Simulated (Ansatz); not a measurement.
This Ansatz (a first-principles code) input (PBE0/def2-TZVPD) gives -2573.93938 Eh with 57 basis functions.

Ansatz 0.2 input:
```yaml
crystal:
  periodic: [false, false, false]
  atoms:
    - {symbol: Br, position_ang: [0.00000000, 0.00000000, 0.00000000]}
basis:
  gaussian:
    orbitals: def2-TZVPD
hamiltonian:
  xc: {name: PBE0}
total_charge: -1
scf: {lower_state_search: full}
magnetization: {spin_polarized: false}
```

Change:
```diff
- orbitals: def2-TZVPD
+ orbitals: cc-pVTZ
```

### Question
What does the run give now?

### Answer
-2573.97938 Eh (PBE0/cc-pVTZ, 43 functions), a change of -40.00 mEh.
